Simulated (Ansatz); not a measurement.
```yaml
atoms:
  - { symbol: B, position_ang: [0.0380, -0.0870, -0.8641] }
  - { symbol: F, position_ang: [0.0221, 0.0758, 0.5210] }
```

Basis set: aug-cc-pVDZ (spherical functions). Correlated methods keep 2 orbitals frozen. Charge 0, multiplicity 1.

Computed with Ansatz (development build ahead of 0.2.0); each method stands on the lowest determinant of its kind that the runs found. Restricted open shells among the atoms or ions are ROHF, correlated in semicanonical orbitals with singles.

The atomization energy at this shape (free ground-state atoms in the same class of orbitals less the molecule, no zero-point energy) of singlet BF:

```json
{"method": "RHF-MP2", "atomization energy": "7.42 eV"}
```

(1) What does RHF give?

Answers

(1) 5.48 eV.
